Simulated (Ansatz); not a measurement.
Computed with r2SCAN-D4/def2-SVP run with Ansatz (an electronic-structure program). No frequencies were computed at this level.

Ansatz 0.2 input:
```yaml
crystal:
  periodic: [false, false, false]
  atoms:
    - { symbol: Hf, position_ang: [-0.000213, -0.000118, -0.000145] }
    - { symbol: Cl, position_ang: [0.419656, -1.448492, 1.661668] }
    - { symbol: Cl, position_ang: [-1.332073, -0.972432, -1.521288] }
    - { symbol: Cl, position_ang: [1.930528, 0.602589, -0.972368] }
    - { symbol: Cl, position_ang: [-1.017896, 1.818453, 0.832132] }
basis:
  gaussian: { orbitals: def2-svp }
hamiltonian:
  xc: r2scan
  dispersion: d4
relax:
  max_steps: 150
```

Output:

```
Functional definition: r2SCAN
1094 factors; their error is unknown
mean field evaluation 1: about -51387.4429 eV, gradient 1.7e1 eV
mean field evaluation 2: about -51387.6667 eV, gradient 1.4e1 eV
mean field evaluation 4: about -51388.1162 eV, gradient 6.9e-1 eV
mean field evaluation 8: about -51388.0190 eV, gradient 1.0e-2 eV
mean field -51388.01897304 eV, -1888.4748652088 hartree, gradient 5.7e-5 eV, S^2 0.000000; 0 other end points of the search recorded, 0 dependent functions left out
reference -51388.01899991 eV, -1888.4748661964 hartree; 40, 40 occupied and 64, 64 virtual orbitals, 1094 factors
relax step   1: F+E_penalty+E_count = -51388.06832210 eV  Δ(F+E_penalty+E_count) = +0.000e0 eV  max|allowed force component| = 1.679e0 eV/Å  Δτ_max = 0.0000 Å  (24 SCF iters, accepted)
these checks for a lower state are left out or cut short: starts, cluster_reference, orbital_swaps, neighbouring_geometries, increment
1094 factors; their error is unknown
mean field evaluation 16: about -51388.4082 eV, gradient 2.6e-2 eV
mean field -51388.30681770 eV, -1888.4854433052 hartree, gradient 7.4e-6 eV, S^2 0.000000; 0 other end points of the search recorded, 0 dependent functions left out
reference -51388.30684457 eV, -1888.4854442927 hartree; 40, 40 occupied and 64, 64 virtual orbitals, 1094 factors
relax step   2: F+E_penalty+E_count = -51388.35420411 eV  Δ(F+E_penalty+E_count) = -2.859e-1 eV  max|allowed force component| = 5.192e-1 eV/Å  Δτ_max = 0.1239 Å  (33 SCF iters, accepted)
these checks for a lower state are left out or cut short: starts, cluster_reference, orbital_swaps, neighbouring_geometries, increment
1094 factors; their error is unknown
mean field -51388.34909828 eV, -1888.4869970876 hartree, gradient 1.6e-5 eV, S^2 0.000000; 0 other end points of the search recorded, 0 dependent functions left out
reference -51388.34912515 eV, -1888.4869980753 hartree; 40, 40 occupied and 64, 64 virtual orbitals, 1094 factors
relax step   3: F+E_penalty+E_count = -51388.39709736 eV  Δ(F+E_penalty+E_count) = -4.289e-2 eV  max|allowed force component| = 2.778e-2 eV/Å  Δτ_max = 0.0366 Å  (28 SCF iters, accepted)
these checks for a lower state are left out or cut short: starts, cluster_reference, orbital_swaps, neighbouring_geometries, increment
1094 factors; their error is unknown
mean field evaluation 32: about -51388.3492 eV, gradient 8.3e-5 eV
mean field -51388.34923977 eV, -1888.4870022875 hartree, gradient 2.5e-5 eV, S^2 0.000000; 0 other end points of the search recorded, 0 dependent functions left out
reference -51388.34926665 eV, -1888.4870032752 hartree; 40, 40 occupied and 64, 64 virtual orbitals, 1094 factors
relax step   4: F+E_penalty+E_count = -51388.39721025 eV  Δ(F+E_penalty+E_count) = -1.129e-4 eV  max|allowed force component| = 2.422e-5 eV/Å  Δτ_max = 0.0018 Å  (29 SCF iters, accepted)
1094 factors; their error is unknown
mean field -51388.34923977 eV, -1888.4870022875 hartree, gradient 2.6e-5 eV, S^2 0.000000; 1 other end points of the search recorded, 0 dependent functions left out
reference -51388.34926665 eV, -1888.4870032752 hartree; 40, 40 occupied and 64, 64 virtual orbitals, 1094 factors
Total energy: -51388.39723713 eV, -1888.4887661577 hartree
Atom 0 at     0.000003     0.000002     0.000002 Å, force     0.000024     0.000014     0.000019 eV/Å
Atom 1 at     0.436253    -1.505857     1.727459 Å, force    -0.000000     0.000019    -0.000015 eV/Å
Atom 2 at    -1.384959    -1.011036    -1.581674 Å, force    -0.000014    -0.000011    -0.000018 eV/Å
Atom 3 at     2.006931     0.626433    -1.010869 Å, force    -0.000024    -0.000006     0.000018 eV/Å
Atom 4 at    -1.058226     1.890457     0.865080 Å, force     0.000015    -0.000015    -0.000004 eV/Å
Dipole moment:     0.000001     0.000000     0.000001 e Å
```

Cost: very roughly 30 core-seconds.
